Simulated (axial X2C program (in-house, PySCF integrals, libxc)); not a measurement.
SiSb: properties at the nuclei

Calculated with an in-house all-electron X2C program for linear molecules (integrals from PySCF): two-component X2C with atomic mean-field Coulomb and Gaunt terms, Gaussian nuclei, basis Sb dyall-cv3z, Si dyall-v3z with contracted cores.

R = 2.382 Å (near the PBE0 minimum at charge 0 of the determinant lowest at the starting distance; the state shown can have its own minimum elsewhere).

Input and command:
```json
{"zs": [51, 14], "q": 0, "bas": ["dyall-cv3z", "dyall-v3z"], "r0": 2.56, "levels": ["PBE0", "HF", "PBE50", "LDA", "TPSSh"], "nst": 3}
```
```bash
python soeom.py task.json out
```

Keys: zs atomic numbers; q charge; bas basis sets; r0 starting distance in Å; levels methods; nst determinants followed.

Determinant lowest in the PBE0 search, Ω = 3/2 (⟨Sz⟩ = 0.50, ⟨Lz⟩ = 1.00 at PBE0), spin on the atoms Sb 0.31, Si 0.19:

| level | Eeff magnitude (GV/cm) | Ws magnitude Sb (kHz) | A∥/gI Sb (MHz) | qzz Sb (a.u.) | A∥/gI Si (MHz) | qzz Si (a.u.) | μ (D) |
| --- | --- | --- | --- | --- | --- | --- | --- |
| PBE0 | 0.443 | 0.0995 | 239 | -5.27 | 36.4 | -1.60 | -0.02 |
| HF | 1.66 | 0.571 | -254 | -5.43 | 120 | -1.68 | 0.16 |
| PBE50 | 0.504 | 0.119 | 219 | -5.26 | 36.5 | -1.69 | 0.14 |
| LDA | 0.329 | 0.0591 | 279 | -5.30 | 43.5 | -1.53 | -0.02 |
| TPSSh | 0.474 | 0.109 | 256 | -5.16 | 41.8 | -1.55 | -0.12 |

Determinant 1.58 eV from it at PBE0 and this distance, Ω = 1/2 (⟨Sz⟩ = 1.45, ⟨Lz⟩ = -0.95 at PBE0), spin on the atoms Sb 0.85, Si 0.60:

| level | Eeff magnitude (GV/cm) | Ws magnitude Sb (kHz) | A∥/gI Sb (MHz) | qzz Sb (a.u.) | A∥/gI Si (MHz) | qzz Si (a.u.) | μ (D) |
| --- | --- | --- | --- | --- | --- | --- | --- |
| PBE0 | 0.842 | 1.14 | -2030 | -6.40 | -528 | -1.00 | -1.15 |
| HF | 0.356 | 0.226 | -1820 | -6.31 | -498 | -1.19 | -0.75 |
| PBE50 | 0.728 | 1.03 | -1960 | -6.36 | -523 | -1.04 | -1.03 |
| LDA | 1.61 | 2 | -1730 | -5.89 | -545 | -0.88 | -1.07 |
| TPSSh | 0.439 | 0.685 | -2000 | -6.43 | -452 | -0.97 | -1.26 |

Eeff is the effective electric field on the electron electric dipole moment in this Ω state and Ws the scalar–pseudoscalar constant of the nucleus named (defined with the proton number Z and per Ω); A∥ (defined per Ω) follows by multiplying with gI = μI/(I μN); qzz is the electric field gradient, eQq0 = 234.96 MHz × Q/barn × qzz; μ is positive if the Si end (last atom) is positive. The operators were transformed with the bare-nucleus X2C matrices; with these basis sets, hyperfine constants and field gradients can be off by tens of per cent, and where levels differ in sign neither size nor sign is settled.

Problem. With Q(121Sb) = -0.543 barn (Q from Pyykkö, Mol. Phys. 2018), turn the PBE0 values of the first state into constants in MHz.

Solution. eQq0(121Sb) = 234.96 × (-0.543) × (-5.27) = 672 MHz.

Each state is one determinant with collinear spin, which with several unpaired electrons need not be a pure state. Unrestricted Hartree–Fock can overshoot spin polarisation at the nuclei. In the state Ω = 1/2 the sign of Eeff differs between levels (HF against PBE0). With several open shells hyperfine constants can be off by a factor of several. Where Eeff spreads by more than a factor of two the levels disagree and none is to be relied on. At HF a later determinant lies lower. States lie within half an eV, so the first need not be the ground state. The sign of Ws at Sb differs between levels in the second state. Further determinants of the search, some of them spin-mixed, are not shown. Where a field gradient or hyperfine factor spreads by more than a factor of two over the levels, a constant derived from it is not to be relied on. PBE0 term energies can be off by some tenths of an eV.
